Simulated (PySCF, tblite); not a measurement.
C₆H₁₃NO.
Z-matrix (Å and degrees, GFN2-xTB geometry), rows numbered from 1:
```
C 
C   1  1.5224
C   2  1.5264  1  111.70
C   3  1.5188  2  111.09  1  -178.78
O   4  1.2162  3  122.54  2     4.54
N   4  1.3584  3  115.69  2  -175.85
C   6  1.4457  4  119.16  3   176.69
C   6  1.4425  4  124.08  3     2.48
H   1  1.0882  2  110.69  3    60.32
H   1  1.0884  2  110.71  3   -59.79
H   1  1.0870  2  110.38  3  -179.75
H   2  1.0910  1  109.93  3   121.04
H   2  1.0908  1  110.08  3  -121.02
H   3  1.0925  2  109.96  1    60.13
H   3  1.0935  2  109.52  1   -58.36
H   7  1.0921  6  110.51  4   122.55
H   7  1.0882  6  107.74  4     3.16
H   7  1.0926  6  110.67  4  -116.33
H   8  1.0887  6  108.71  4  -166.91
H   8  1.0951  6  111.65  4    73.66
H   8  1.0901  6  111.26  4   -47.83
```

Method used: PBE0/pcSseg-1 in PySCF (dipole) on a GFN2-xTB geometry, gas phase.

Masses are those of the commonest isotopes; rigid-rotor values at the optimised geometry. The values belong to one conformer with, in the numbering `[CH3:1][CH2:2][CH2:3][C:4](=[O:5])[N:6]([CH3:7])[CH3:8]`, C1–C2–C3–C4 -179°, C2–C3–C4–O5 5°, C3–C4–N6–C7 177°.

(1) Give the principal moments of inertia and the rotational constants in MHz.

(2) What kind of rotor is it?

(3) Is it planar, by Δ = Ic − Ia − Ib?

(4) Give the other two planar moments, Paa and Pbb, and the rms extents of the mass along the axes.

(5) Where do the levels up to J = 4 lie, in MHz?

(6) Predict some low-J microwave lines.

Results:

(1) Ia = 120.27, Ib = 466.86, Ic = 571.01 u·Å²; 505379 MHz·u·Å²/I gives A = 4202, B = 1082, C = 885.1 MHz.

(2) An asymmetric top; Ray's κ = -0.881.

(3) Not planar: Δ = Ic − Ia − Ib = -16.12 u·Å². For a rigid frame Δ = −2 Σ m c², so Σ m c² = 8.06 u·Å² lies off the ab plane: 7.92 from hydrogen and 0.14 from heavier atoms. The atom farthest from that plane is 1.00 Å away.

(4) Paa = Σ m a² = (Ib + Ic − Ia)/2 = 458.80 and Pbb = Σ m b² = (Ia + Ic − Ib)/2 = 112.21 u·Å². With the mass M = 115.10 u, the rms extents √(P/M) along a, b and c are 2.00, 0.99, 0.26 Å.

(5) Above 0(0,0):
J = 1: 1(0,1) 1968, 1(1,1) 5087, 1(1,0) 5284
J = 2: 2(0,2) 5894, 2(1,2) 8825, 2(1,1) 9417, 2(2,1) 18775, 2(2,0) 18785
J = 3: 3(0,3) 11760, 3(1,3) 14426, 3(1,2) 15610, 3(2,2) 24678, 3(2,1) 24723, 3(3,1) 40775, 3(3,0) 40775
J = 4: 4(0,4) 19541, 4(1,4) 21884, 4(1,3) 23856, 4(2,3) 32541, 4(2,2) 32676, 4(3,2) 48662, 4(3,1) 48664, 4(4,1) 71174, 4(4,0) 71174
The levels of one J sum to (2J + 1)J(J + 1)(A + B + C)/3.

(6) The dipole components are |μa| = 1.22 D, |μb| = 3.55 D, |μc| = 0.06 D. The squared components, which scale the intensities, stand as 0.12 : 1.00 : 0.00 (a : b : c). Some lines, for components of 0.1 D or more:

```json
{"type": "a", "branch": "Q", "J(Ka,Kc)": "3(1,2) ← 3(1,3)", "MHz": "1184", "lower level (cm⁻¹)": "0.481"}
{"type": "a", "branch": "Q", "J(Ka,Kc)": "4(1,3) ← 4(1,4)", "MHz": "1973", "lower level (cm⁻¹)": "0.730"}
{"type": "b", "branch": "R", "J(Ka,Kc)": "3(0,3) ← 2(1,2)", "MHz": "2935", "lower level (cm⁻¹)": "0.294"}
{"type": "b", "branch": "Q", "J(Ka,Kc)": "2(1,1) ← 2(0,2)", "MHz": "3523", "lower level (cm⁻¹)": "0.197"}
{"type": "a", "branch": "R", "J(Ka,Kc)": "2(1,2) ← 1(1,1)", "MHz": "3738", "lower level (cm⁻¹)": "0.170"}
{"type": "b", "branch": "Q", "J(Ka,Kc)": "3(1,2) ← 3(0,3)", "MHz": "3850", "lower level (cm⁻¹)": "0.392"}
{"type": "a", "branch": "R", "J(Ka,Kc)": "2(0,2) ← 1(0,1)", "MHz": "3926", "lower level (cm⁻¹)": "0.066"}
{"type": "b", "branch": "Q", "J(Ka,Kc)": "4(1,3) ← 4(0,4)", "MHz": "4316", "lower level (cm⁻¹)": "0.652"}
{"type": "b", "branch": "R", "J(Ka,Kc)": "1(1,1) ← 0(0,0)", "MHz": "5087", "lower level (cm⁻¹)": "0.000"}
{"type": "b", "branch": "R", "J(Ka,Kc)": "4(0,4) ← 3(1,3)", "MHz": "5115", "lower level (cm⁻¹)": "0.481"}
{"type": "a", "branch": "R", "J(Ka,Kc)": "3(1,3) ← 2(1,2)", "MHz": "5601", "lower level (cm⁻¹)": "0.294"}
{"type": "a", "branch": "R", "J(Ka,Kc)": "3(2,1) ← 2(2,0)", "MHz": "5939", "lower level (cm⁻¹)": "0.627"}
{"type": "b", "branch": "R", "J(Ka,Kc)": "2(1,2) ← 1(0,1)", "MHz": "6857", "lower level (cm⁻¹)": "0.066"}
{"type": "a", "branch": "R", "J(Ka,Kc)": "4(1,4) ← 3(1,3)", "MHz": "7458", "lower level (cm⁻¹)": "0.481"}
{"type": "a", "branch": "R", "J(Ka,Kc)": "4(2,3) ← 3(2,2)", "MHz": "7863", "lower level (cm⁻¹)": "0.823"}
{"type": "a", "branch": "R", "J(Ka,Kc)": "4(3,1) ← 3(3,0)", "MHz": "7889", "lower level (cm⁻¹)": "1.360"}
{"type": "a", "branch": "R", "J(Ka,Kc)": "4(2,2) ← 3(2,1)", "MHz": "7953", "lower level (cm⁻¹)": "0.825"}
{"type": "b", "branch": "R", "J(Ka,Kc)": "3(1,3) ← 2(0,2)", "MHz": "8532", "lower level (cm⁻¹)": "0.197"}
{"type": "b", "branch": "Q", "J(Ka,Kc)": "2(2,0) ← 2(1,1)", "MHz": "9368", "lower level (cm⁻¹)": "0.314"}
{"type": "b", "branch": "R", "J(Ka,Kc)": "4(1,4) ← 3(0,3)", "MHz": "10124", "lower level (cm⁻¹)": "0.392"}
{"type": "b", "branch": "Q", "J(Ka,Kc)": "3(2,2) ← 3(1,3)", "MHz": "10252", "lower level (cm⁻¹)": "0.481"}
{"type": "b", "branch": "Q", "J(Ka,Kc)": "4(2,3) ← 4(1,4)", "MHz": "10658", "lower level (cm⁻¹)": "0.730"}
{"type": "b", "branch": "R", "J(Ka,Kc)": "2(2,0) ← 1(1,1)", "MHz": "13698", "lower level (cm⁻¹)": "0.170"}
{"type": "b", "branch": "Q", "J(Ka,Kc)": "4(3,1) ← 4(2,2)", "MHz": "15988", "lower level (cm⁻¹)": "1.090"}
{"type": "b", "branch": "Q", "J(Ka,Kc)": "3(3,1) ← 3(2,2)", "MHz": "16097", "lower level (cm⁻¹)": "0.823"}
{"type": "b", "branch": "R", "J(Ka,Kc)": "4(2,3) ← 3(1,2)", "MHz": "16931", "lower level (cm⁻¹)": "0.521"}
{"type": "b", "branch": "R", "J(Ka,Kc)": "4(2,2) ← 3(1,3)", "MHz": "18251", "lower level (cm⁻¹)": "0.481"}
{"type": "b", "branch": "Q", "J(Ka,Kc)": "4(4,0) ← 4(3,1)", "MHz": "22510", "lower level (cm⁻¹)": "1.623"}
```

Its GFN2-xTB frequencies are all real (lowest 60 cm⁻¹). These are rigid-rotor constants of the computed structure; measured ground-state constants (B0) also hold zero-point vibration. A rigid rotor knows nothing of internal rotation, which can split or shift real lines. Quadrupole hyperfine structure (14N) is left out.

Time: 24 s wall. Hardware: one thread, x86-64 server (shared host). This is the PBE0/pcSseg-1 job that gave the dipole, with the shieldings it also computed.
